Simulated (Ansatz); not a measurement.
`FC(F)C(F)(C(F)F)C(F)(F)F` → `F[C]F` + `FC(F)C(F)C(F)(F)F` at 700 K and 1 bar (formal loss of a carbene).

Isolated molecules relaxed with PBE0-D4/def2-TZVP in Ansatz; ΔE leaves out vibrations. CCSD(T)/CBS adds triple-zeta CCSD(T) − MP2 to the extrapolated MP2 energy (def2 sets, frozen cores). This one scheme is used for every species. One conformer a species, not always the lowest.

| species | CCSD(T)/CBS energy (Eh) | H − E (kJ/mol) | S (J/(mol·K)) |
| --- | --- | --- | --- |
| `FC(F)C(F)(C(F)F)C(F)(F)F` | -951.72690 | 307.3 | 622.0 |
| `F[C]F` | -237.54028 | 47.1 | 278.6 |
| `FC(F)C(F)C(F)(F)F` | -714.10043 | 244.7 | 518.4 |

H − E and S are ideal-gas, rigid-rotor, harmonic terms from PBE0-D4/def2-TZVP, for one conformer and one mirror image of each species. 1 Eh = 2625.50 kJ/mol, R = 8.31446 J/(mol·K).

Problem. By hand: ΔE, ΔH, ΔS and ΔG.

Solution. ΔE = (-237.54028) + (-714.10043) − (-951.72690) = 0.08619 Eh = 226.3 kJ/mol. Δ(H − E) = 47.1 + 244.7 − 307.3 = -15.5, so ΔH = 210.8 kJ/mol. ΔS = 278.6 + 518.4 − 622.0 = 175.0 J/(mol·K). ΔG = 210.8 − 700 × (175.0)/1000 = 88.3 kJ/mol.

Problem. By hand: the equilibrium constant, and the temperature at which ΔG would vanish if ΔH and ΔS stayed fixed.

Solution. log₁₀ K = −ΔG/(RT ln 10) = -6.6. ΔG = 0 at ΔH/ΔS = 1205 K.

The number of gas molecules changes by +1, which sets the sign of ΔS. A doubt of 5 kJ/mol in ΔE shifts log₁₀ K by 0.4 here. Other conformers and mirror images would add mixing entropy, several J/(mol·K) or more a flexible species. Modes under 60 cm⁻¹, often nearly free rotors, make the harmonic entropy too high. These are equilibria of isolated gas molecules and say nothing of rates. Largest T1 diagnostic: 0.017 (customary marks: 0.02 for closed shells, 0.045 for open ones).
